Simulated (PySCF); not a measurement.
## How methods differ on the ionisation energy of Si²⁺

Si²⁺ [Ne] 3s2 (1S) → Si³⁺ [Ne] 3s1 (2S), as a difference of total energies. Calculation: PySCF 2.14, in aug-cc-pV(T+d)Z (6s5p4d2f, 55 functions); no relativity, point nucleus. Correlated levels: valence: [Ne] frozen. The calculations carry no spin-orbit coupling.

Question: Order these methods by the ionisation energy they give, lowest first.
A. SCS-MP2 (valence)
B. MP2 (valence)
C. PW91
D. LDA

Answer: B (32.823 eV), A (32.996 eV), C (33.451 eV), D (33.520 eV).

Errors of the correlated levels include the incompleteness of this basis and the frozen core.

MP2 underrates the near-degeneracy of ns² with np² in the lower species.

For comparison: 33.493 eV (measured; NIST Atomic Spectra Database, ionization energies).
